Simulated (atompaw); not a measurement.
How hard is this promethium PAW (atompaw) potential?

```
Element                 : promethium
Generator               : atompaw 4.2.0.5
Type                    : PAW
Functional              : PBE
Relativity              : scalar-relativistic
Frozen core             : [Kr] 4d10 5s2
Valence charge          : 13
Reference configuration : 4f4 5p6 5d0 6s0 6p0 (charge +3)
Partial waves           : 6s (bound, empty); 6s channel at 2.85 Ry; 5p (bound); 6p (bound, empty); 5d (bound, empty); 5d channel at 1.5 Ry; 4f (bound); 4f channel at 0.5 Ry
Local potential         : troulliermartins scheme with l = 4 at 1 Ry, radius 2.95 bohr
Core correction         : smooth core density matched at 1.55 bohr
Augmentation charge     : sinc compensation charge, radius 2.40 bohr; PAW radius 3.00 bohr; waves and projectors: bloechl
```

The pseudo-atom Hamiltonian at the reference potential is diagonalised in spherical Bessel functions j_l(qr) that vanish at 20 bohr, with q² up to the cutoff. All-electron valence levels (Ry): 6s -1.5905, 5p -3.6044, 6p -1.2241, 5d -1.7859, 4f -2.3265.

**Question.** How do the lowest levels (Ry) of each channel move with the cutoff, and are there ghosts?

**Answer.**

| cutoff (Ry) | s #1 | s #2 | p #1 | p #2 | p #3 | d #1 | f #1 | Σ f·Δε (mRy) |
| --- | --- | --- | --- | --- | --- | --- | --- | --- |
| 8 | -1.5908 | -1.3422 | -3.4643 | -1.1853 | -0.6007 | -1.6724 | -1.9924 | 2177.1 |
| 12 | -2.3030 | -1.5903 | -3.5898 | -1.2176 | -0.6124 | -1.7648 | -2.2269 | 485.9 |
| 18 | -2.5788 | -1.5905 | -3.6038 | -1.2239 | -0.6150 | -1.7853 | -2.3056 | 87.5 |
| 25 | -2.5856 | -1.5905 | -3.6041 | -1.2240 | -0.6150 | -1.7857 | -2.3236 | 13.8 |
| 35 | -2.5869 | -1.5905 | -3.6044 | -1.2241 | -0.6151 | -1.7858 | -2.3264 | 0.4 |
| 45 | -2.5870 | -1.5905 | -3.6044 | -1.2241 | -0.6151 | -1.7858 | -2.3265 | 0.0 |
| 400 | -2.5871 | -1.5905 | -3.6044 | -1.2241 | -0.6151 | -1.7858 | -2.3265 | 0.0 |

Result: ghost state, extra bound levels that the all-electron valence spectrum of the same l lacks: s at -35.2 eV (a true bound ghost makes a file unfit for plane-wave use); 10 mRy is reached at 30 Ry and 1 mRy at 35 Ry.
